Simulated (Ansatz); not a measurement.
Gas-phase electronic energies from Ansatz, PBE0-D4/def2-TZVP geometries. CBS: MP2 limit from def2 TZ/QZ plus the TZ coupled-cluster correction, frozen cores. This one scheme is used for every species, atoms too. DFT in def2-TZVPP. B3LYP here is the variant with VWN-RPA as its local correlation; programs differ in this. No spin–orbit coupling; open shells (•) take unrestricted orbitals. Spin–orbit coupling would lower the free atoms: a little for B, F, O, Si. One conformer a species, not always the lowest.

`OB(O)[SiH2]F` → B• + F• + 4 H• + 2 O• + Si•  (atomization)

CCSD(T)/CBS gives +3547.8 kJ/mol.

Task: Another level gave +3561.6 kJ/mol. Which?
A. LC-ωPBE/def2-TZVPP
B. CAM-B3LYP-D4/def2-TZVPP
C. B3LYP/def2-TZVPP
D. PBE-QIDH/def2-TZVPP

Result: B. CAM-B3LYP-D4 3561.6, PBE-QIDH 3498.5, B3LYP 3503.9, LC-ωPBE 3529.1 kJ/mol.

Largest T1 diagnostic among the species: 0.014.

From BLYP to BHLYP (50 % exact exchange), in def2-TZVPP and without D4, ΔE moves by −114.4 kJ/mol: exact exchange takes away binding that semilocal exchange gives to molecules. In def2-TZVPP, CCSD(T) changes the Hartree–Fock value by +852.1 kJ/mol (the triples alone add +51.9 kJ/mol) and MP2 by +954.1 kJ/mol; breaking electron pairs costs correlation energy, which Hartree–Fock lacks.

For atomizations the MP2-based limit and the directly extrapolated one differ by several kJ/mol either way, and by 10 to 25 for some Ge, Se and Sn compounds, so smaller differences from it don't rank the levels.
